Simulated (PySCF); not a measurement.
A structure optimised at PBE-D3(BJ)/def2-SVP, used in a PySCF frequency run:

```
B
O 1 1.3974
N 1 1.4041 2 126.18
H 3 1.0173 1 123.02 2 180.00
H 3 1.0200 4 114.56 1 180.00
C 2 1.4604 1 89.65 3 180.00
H 6 1.1119 2 110.60 1 -119.70
H 6 1.1119 7 108.79 2 121.67
C 6 1.5472 7 115.50 8 131.76
H 9 1.1072 6 115.09 7 -0.12
H 9 1.1072 10 109.16 6 131.18
```

Task: Write its SMILES, formula and point group.

Result: NB1CCO1, C2H6BNO, Cs

Task: What are its rotational constants (standard atomic weights)?

Result: 11.198, 4.4428, 3.3182 GHz
